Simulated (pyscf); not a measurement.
Structures and frequencies: ωB97X-D3(BJ)/def2-SVP in PySCF. Singlets are restricted, triplets unrestricted.

Singlet (Å):
```xyz
9

Si     0.8369    -0.9549    -0.0595
Ge    -0.6388     0.2893    -1.5196
Si    -0.4029     2.1408     0.0214
H      0.7619    -2.4380    -0.2203
H      0.6950    -0.6259     1.3927
H      2.1968    -0.5043    -0.5058
H     -1.4050     1.8125     1.0887
H     -0.7543     3.4741    -0.5531
H      0.9428     2.2406     0.6665
```

Triplet (Å):
```xyz
9

Si    -0.9648    -0.9502     0.5925
Ge     0.7410     0.3465    -0.3866
Si     0.5480     1.5916    -2.3773
H     -0.4165    -1.5899     1.8218
H     -1.4271    -2.0131    -0.3496
H     -2.1336    -0.0975     0.9633
H      1.8657     2.2284    -2.6582
H     -0.4911     2.6557    -2.2400
H      0.1773     0.7048    -3.5205
```

For these two minima of H₃Si–Ge:–SiH₃, which spin state lies lower at ωB97X-D3(BJ)/def2-TZVP, and by how much (electronic energies)?

The singlet, by 14.4 kcal/mol. Zero-point energy shifts E(triplet) − E(singlet) by +0.4 kcal/mol. The 7 functionals that were run give +6.6 (r²SCAN) to +14.4 kcal/mol (ωB97X-D3(BJ)). Other isomers of H₃Si–Ge:–SiH₃ [singlet] were not searched in full and may lie lower. 

E(triplet) − E(singlet) by level (kcal/mol):

| level | gap |
|---|---|
| ωB97X-D3(BJ)/def2-TZVP | +14.4 |
| PBE/def2-TZVP | +11.8 |
| r²SCAN/def2-TZVP | +6.6 |
| B3LYP-D3(BJ)/def2-TZVP | +13.6 |
| PBE0-D3(BJ)/def2-TZVP | +9.8 |
| M06-2X/def2-TZVP | +7.5 |
| ωB97M-D3(BJ)/def2-TZVP | +13.5 |
| HF/def2-TZVP | -4.9 |

The triplet is the lowest one reached from the SCF start used. Elements up to Kr have no core potential and no relativistic terms here.
